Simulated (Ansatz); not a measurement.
Ag2Cl2⁻. Charge -1, multiplicity 2. Geometry relaxed at r2SCAN-D4/def2-SVPD.

Cartesian coordinates in Å:
```
Ag -0.473 0.444 0.072
Ag 1.728 -1.321 -0.399
Cl -0.464 -1.762 1.049
Cl -0.792 2.639 -0.722
```

In the def2 sets Ag takes a core potential; there is no spin–orbit coupling. The relaxation made no stability test and no search for a lower SCF solution. The structure comes from a short search, and lower isomers may exist.

(1) Estimate the harmonic wavenumbers at UKS r2SCAN-D4/def2-SVPD (Ansatz, unscaled). Is this a minimum?

Answers

(1) 49, 77, 83, 136, 239, 315 cm⁻¹. Yes, no mode is imaginary beyond noise. Zero-point energy 5.4 kJ/mol. Hardware: 4 threads of Arm Neoverse V1 on a shared host. Wall time 83 s.
